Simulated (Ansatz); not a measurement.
Start from `CBC(C)=S` and change one atom or group to get `CC(O)=S`.

Ansatz, PBE0-D4/def2-TZVP geometries, multiplicity 1. Each molecule was computed in one conformer, which needn't be the lowest.

| property | `CBC(C)=S` |
| --- | --- |
| HOMO–LUMO gap (B3LYP/def2-TZVPP) / eV | 4.35 |
| HOMO energy (PBE/def2-TZVPP) / eV | -5.87 |
| HOMO–LUMO gap (PBE0/def2-TZVPP) / eV | 4.76 |
| LUMO energy (B3LYP/def2-TZVPP) / eV | -2.42 |
| size of the dipole moment (B3LYP/def2-TZVPP) / D | 2.25 |
| size of the dipole moment (ωB97M-V/def2-TZVPP) / D | 2.26 |

(1) Give the same properties after the change, and the shifts. (Estimate.)

## Answers

(1) The calculation gave: 
```csv
property,`CC(O)=S`,shift
HOMO–LUMO gap (B3LYP/def2-TZVPP) / eV,4.85,0.50
HOMO energy (PBE/def2-TZVPP) / eV,-5.49,0.38
HOMO–LUMO gap (PBE0/def2-TZVPP) / eV,5.31,0.55
LUMO energy (B3LYP/def2-TZVPP) / eV,-1.64,0.78
size of the dipole moment (B3LYP/def2-TZVPP) / D,1.86,-0.39
size of the dipole moment (ωB97M-V/def2-TZVPP) / D,1.89,-0.37
```

With PBE0 the HOMO rises by 0.26 eV and the LUMO rises by 0.81 eV, so the gap widens by about 0.55 eV. PBE moves the HOMO by 0.38 eV and ωB97M-V by 0.18 eV. Dipoles are sizes alone; their direction can turn.

B3LYP here is the variant with VWN-RPA as its local correlation; programs differ in this.
